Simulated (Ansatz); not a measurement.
H4NSi (SMILES [NH][SiH3]) moved off its minimum; all values from Ansatz (a program for electronic structure), cores frozen in correlated methods. Open shells are unrestricted.
(charge 0, multiplicity 2)
```xyz
6

N      1.08353    -0.27966    -0.37893
Si    -0.92381     0.28760    -0.07751
H      1.70444     0.21126     0.03547
H     -0.90069     0.18951     1.50101
H     -1.40668    -0.68203    -0.68717
H     -0.64277     1.45709    -0.26468
```

Forces at wB97M-V/def2-TZVPP (eV/Å):

```tsv
atom	Fx	Fy	Fz
N1	-8.421	-4.380	-3.900
Si2	6.770	-3.832	7.266
H3	5.307	4.822	4.085
H4	-0.710	-0.110	-1.468
H5	-3.574	-4.947	-3.777
H6	0.628	8.447	-2.207
```

Task: Give the forces (eV/Å), the total energy and the dipole at CCSD(T)/cc-pV(T+d)Z.

Result: 
```json
[
 {"atom": "N1", "Fx": "-8.336", "Fy": "-4.590", "Fz": "-4.070"},
 {"atom": "Si2", "Fx": "6.774", "Fy": "-3.821", "Fz": "7.374"},
 {"atom": "H3", "Fx": "5.341", "Fy": "4.958", "Fz": "4.199"},
 {"atom": "H4", "Fx": "-0.740", "Fy": "-0.116", "Fz": "-1.383"},
 {"atom": "H5", "Fx": "-3.658", "Fy": "-5.035", "Fz": "-3.859"},
 {"atom": "H6", "Fx": "0.619", "Fy": "8.604", "Fz": "-2.262"}
]
```
Energy -345.9268 hartree, dipole 2.70 D.
